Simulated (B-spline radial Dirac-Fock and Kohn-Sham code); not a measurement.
These are calculated numbers from a radial atomic solver; the model is Dirac-Fock (average of configuration) total-energy differences with a finite nucleus, the Breit interaction including its frequency dependence, and self-energy and vacuum-polarisation corrections. Correlation energy is missing from these numbers.

Q: An atom or ion in its tabulated ground configuration has these computed binding energies (the last is its least bound level). Which is it?

```
level  binding energy (eV)
   L3              13300.5
   M2               3821.4
   N1               1156.6
   N5                671.9
   O1                392.2
   O2                340.9
 O4,5                242.8
```

A: Pb¹³⁺: Z = 82 with 69 electrons, [Xe] 4f14 5d1.

Q: An atom or ion in its tabulated ground configuration has these computed binding energies (the last is its least bound level). Which is it?

| level | binding energy (eV) |
| --- | --- |
| K | 12955.5 |
| L1 | 2554.9 |
| L2 | 2391.0 |
| L3 | 2353.5 |

A: As²³⁺: Z = 33 with 10 electrons, [He] 2s2 2p6. The hydrogen-like estimate √(E/Ry) = 30.9 for the K level lies 2.1 below Z; the outermost level, at 2353.5 eV, fixes the charge.
